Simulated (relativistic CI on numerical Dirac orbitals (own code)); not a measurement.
Method of calculation: Dirac-Coulomb-Breit CI, KLI orbitals optimised for each configuration, model QED, unscaled Slater integrals (own radial code, finite nucleus).

The strongest absorption lines from the ground level of an ion, among the configurations computed and to levels below about 8410 eV (vacuum wavelength in Å, gf): 1.4906 (0.098), 1.5466 (0.28), 1.6531 (0.52), 1.9198 (0.31), 1.9640 (0.085), 1.9864 (1.4), 2.1546 (2.4), 2.3339 (0.14).

Task: Which ion is it?
A. Er⁵⁸⁺
B. Gd⁵⁴⁺
C. Nd⁴⁸⁺
D. Nd⁵⁰⁺

Result: D. Nd⁵⁰⁺ has 10 electrons and the ground level 2s²2p⁶ ¹S0; the strongest line goes to 2s²2p⁵3d ¹P°1. The pattern of lines fixes the number of electrons, and along that sequence the line energies rise steadily with the charge (about as its square where n changes within one kind of shell, about linearly where n is kept but much faster in heavy ions where fine structure, which grows about as Z⁴, sets the gap, and irregularly where shells cross), which fixes Z. Configurations outside the model, such as inner-shell arrays, can give stronger lines. At this charge energies of transitions that change n are usually good to better than 1 %, and those within a shell (Δn = 0) to a few per cent.

LS names give the leading component of a level, which can be under half, so a name can repeat, a term be missing and a line seem to break the LS rules.
